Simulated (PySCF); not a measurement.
Some computed properties have been withheld. Give your best values.

C₆H₁₀N₂Si.
Structure used (PBE0-D3(BJ)/def2-SVP), in Å, numbered top down from 1:
```xyz
19
C6H10N2Si angstrom
N     -2.4209   -1.7360    0.0610
Si    -1.4123   -0.7022   -0.8879
N     -2.3565    0.7137   -1.1844
C      0.1869   -0.0588   -0.1323
C      1.4121   -0.6885   -0.3951
C      2.5959   -0.2390    0.1887
C      2.5719    0.8571    1.0504
C      1.3646    1.5009    1.3227
C      0.1855    1.0448    0.7361
H     -2.7815   -1.4047    0.9493
H     -2.2209   -2.7287    0.0962
H     -1.0076   -1.5641   -2.0489
H     -3.3041    0.6176   -1.5319
H     -1.9118    1.5500   -1.5450
H      1.4429   -1.5455   -1.0760
H      3.5413   -0.7418   -0.0310
H      3.4978    1.2134    1.5089
H      1.3442    2.3630    1.9947
H     -0.7581    1.5573    0.9474
```

```json
{"property": "point group", "level": "PBE0-D3(BJ)/def2-SVP", "value": "?"}
{"property": "rotational constants A, B, C", "level": "PBE0-D3(BJ)/def2-SVP", "value": "?"}
{"property": "dipole moment", "level": "PBE0/def2-SVPD", "value": "0.47 D"}
{"property": "HOMO energy", "level": "PBE0/def2-SVPD", "value": "-7.08 eV"}
{"property": "LUMO energy", "level": "PBE0/def2-SVPD", "value": "?"}
{"property": "lowest singlet excitation", "level": "TDDFT PBE0/def2-SVPD", "value": "5.32 eV (233 nm, f = 0.002)"}
{"property": "strongest line among the 10 lowest singlet transitions", "level": "TDDFT PBE0/def2-SVPD", "value": "S9 at 6.81 eV (182 nm, f = 0.626)"}
{"property": "lowest triplet excitation (Tamm–Dancoff)", "level": "TDA PBE0/def2-SVPD", "value": "3.99 eV"}
{"property": "static isotropic polarisability", "level": "PBE0/def2-SVPD", "value": "111.0 au"}
{"property": "vertical ionisation energy", "level": "ΔSCF PBE0/def2-SVPD", "value": "8.71 eV"}
{"property": "electronic spatial extent ⟨r²⟩ about the centre of nuclear charge", "level": "PBE0/def2-SVPD", "value": "1614 bohr²"}
{"property": "13C chemical shifts (computed TMS as zero) by class", "level": "GIAO PBE0/pcSseg-1", "value": "145.1 (C4), 139.5 (C5/C9), 135.7 (C7), 133.2 (C6/C8) ppm"}
{"property": "1H chemical shifts (computed TMS as zero) by class", "level": "GIAO PBE0/pcSseg-1", "value": "?"}
{"property": "isotropic shieldings of nuclei other than C and H, by class", "level": "GIAO PBE0/pcSseg-1", "value": "?"}
```

Gas-phase values; electronic properties from PySCF, density fitting. Geometry: PBE0-D3(BJ)/def2-SVP, one conformer, isolated molecule. NMR classes are plain means over equivalent atoms (diastereotopic ones count apart unless rotation or inversion swaps them), as if these changed places fast; in this geometry the members of some classes differ.

**Question.** Give the point group.

**Answer.** C1.

**Question.** Give the LUMO energy.

**Answer.** -0.56 eV.

**Question.** What are the 1H chemical shifts (computed TMS as zero) by class?

**Answer.** 7.81 (H15/H19), 7.45 (H17), 7.44 (H16/H18), 5.23 (H12), 0.51 (H10/H11/H13/H14) ppm.

**Question.** Give the rotational constants A, B, C.

**Answer.** 2.989, 0.830, 0.744 GHz.

**Question.** What are the isotropic shieldings of nuclei other than C and H, by class?

**Answer.** 241 (N1/N3), 376 (Si2) ppm.

With B = h/(8π²I), that is 505.379 GHz u Å² over I, the principal moments of inertia are 169.1, 609.0 and 679.4 u Å² (most abundant isotopes). A dipole of 0.47 D is allowed in C1, and pure rotational transitions are dipole-allowed. The vertical singlet–triplet gap S1 − T1 is 1.33 eV (TDDFT singlet less Tamm–Dancoff triplet; S1: HOMO−1→LUMO, weight 0.54, beside HOMO→LUMO+1, weight 0.35; T1: HOMO→LUMO, weight 0.40, beside HOMO−1→LUMO+1, weight 0.35). The ΔSCF ionisation energy exceeds −ε(HOMO) by 1.63 eV with PBE0. The polarisability is 16.45 Å³ as a volume (1 au = 0.148185 Å³), or 1.50 au for each of the 74 electrons.

For the geometry optimisation (PBE0-D3(BJ)/def2-SVP), on one thread of an Arm Neoverse N1, shared host, this took 4.7 min wall and 0.85 GiB of memory at its peak.
